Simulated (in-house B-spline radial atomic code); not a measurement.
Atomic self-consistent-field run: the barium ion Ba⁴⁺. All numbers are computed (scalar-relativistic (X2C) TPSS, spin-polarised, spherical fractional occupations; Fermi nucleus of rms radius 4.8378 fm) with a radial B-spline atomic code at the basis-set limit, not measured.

Command:
```bash
python run_scf.py task.json out
```
Settings (nuclear radius in fm, mass in u):
```
Z                56
configuration    [Kr] 4d10 5s2 5p4
hamiltonian      x2c
method           tpss,tpss
spin_polarised   True
nucleus          fermi
rms_radius       4.8378
atomic_mass      137.90525
speed_of_light   137.035999084
```

Output (hartree, bohr):
```
 radial grid: 69 intervals, B-splines of order 8, outer radius 30.8511 bohr

 iter        energy (Eh)    residual
    1       -8130.819768    8.50e-02
    2       -8130.823564    1.95e-03
    3       -8130.823621    4.91e-04
    4       -8130.823622    1.74e-04
    5       -8130.823622    3.03e-05
    6       -8130.823622    1.05e-05
    7       -8130.823622    1.35e-06
    8       -8130.823622    8.30e-08

 total energy                     -8130.82362
 kinetic                            8681.7387
 electron-nucleus                 -19702.7402
 Hartree                            3088.6724
 exchange-correlation               -198.4945

 orbital      occ     eigenvalue          <r>       <r^2>       <1/r>       r_max
 1s up      1.000     -1368.9910    0.0249321 0.000853664     64.1255     0.01566
 1s down    1.000     -1368.9861    0.0249321 0.000853661     64.1256     0.01566
 2s up      1.000      -217.6506     0.109132   0.0141134     14.6569      0.0927
 2s down    1.000      -217.6489     0.109132   0.0141133     14.6568     0.09271
 2p up      3.000      -195.4435    0.0958358   0.0112269     13.3607     0.07424
 2p down    3.000      -195.4398    0.0958363    0.011227     13.3606     0.07424
 3s up      1.000       -47.1984     0.291375   0.0971539     5.20593      0.2662
 3s down    1.000       -47.1952     0.291371   0.0971487     5.20578      0.2662
 3p up      3.000       -40.0385     0.289418   0.0972074     4.81899      0.2603
 3p down    3.000       -40.0344     0.289412   0.0972008     4.81894      0.2604
 3d up      5.000       -29.5572     0.266659   0.0839461     4.53477      0.2152
 3d down    5.000       -29.5528     0.266648   0.0839368     4.53486      0.2152
 4s up      1.000       -10.4628     0.673786    0.512225     2.11761      0.6252
 4s down    1.000       -10.4537     0.673917    0.512323     2.11659      0.6254
 4p up      3.000        -8.1461     0.714641    0.580732     1.92713       0.653
 4p down    3.000        -8.1371     0.714464    0.580206     1.92684      0.6533
 4d up      5.000        -4.7571     0.798427    0.740202     1.65857      0.6937
 4d down    5.000        -4.7445     0.796359    0.735526     1.66143      0.6938
 5s up      1.000        -2.6198      1.58047      2.7869    0.838859       1.453
 5s down    1.000        -2.5424      1.57642     2.77801    0.844358       1.445
 5p up      3.000        -2.0211      1.77416     3.52237    0.734342       1.615
 5p down    1.000        -1.9426      1.78173     3.56076    0.733167       1.615
```

Time taken, with all properties: 0.49 s on 1 thread of Arm Neoverse V1, with other jobs on the host.

One-electron X2C: radii and densities carry no picture-change correction, so inner-shell <1/r> comes out high (for 1s by about 2 % at Z = 33, 5 % at 54, 10 % at 75, 30 % at 118) and <r> low.
